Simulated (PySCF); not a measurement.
NMR data simulated for an unnamed compound:

$^{1}$H NMR (400 MHz, computed): δ 4.05 (t, 3H), 3.09 (m, 1H), 0.50 (m, 2H), 0.48 (m, 2H), -0.32 (m, 2H).

$^{13}$C{$^{1}$H} NMR (computed): δ -3.3 (CH2), -13.8 (CH2).

PySCF calculation with coordinates at the GFN2-xTB level and PBE0/pcSseg-1 with gauge-including orbitals; equivalent nuclei averaged, no solvent model, a single conformation, relativity neglected.

Shifts are taken against calculated references (same method and geometry level): TMS for $^{1}$H (σref 31.72), $^{13}$C (σref 186.93).

**Question.** Which of these does the molecule contain: a Si–H bond, a (CH3)2CH unit, a C≡C triple bond, a three-membered ring, an S-methyl group?

**Answer.** 
- A Si–H bond: yes (δH 4.05 (t)).
- A (CH3)2CH unit: no.
- A C≡C triple bond: no.
- A three-membered ring: yes.
- An S-methyl group: no.

The data belong to SMILES [SiH3]C[SiH]1CC1, C3H10Si2; they needn't prove each group on their own.

Carbon signals by region: 2 below 50 ppm.

Shifts are as computed. Against solution values, carbons near 30 ppm lie about +3 ppm off and those near 130 ppm about +5 ppm. Of 1211 compounds with measured shifts, 218 miss one by over three times the rms of a fit or turn the order of signals round; such compounds aren't used in these exercises. No couplings were computed; multiplicities are counted from neighbouring protons, with m where these are inequivalent, close in shift, in a saturated or five-membered ring or joined by F or P, and br s for small geminal =CH2 splittings.
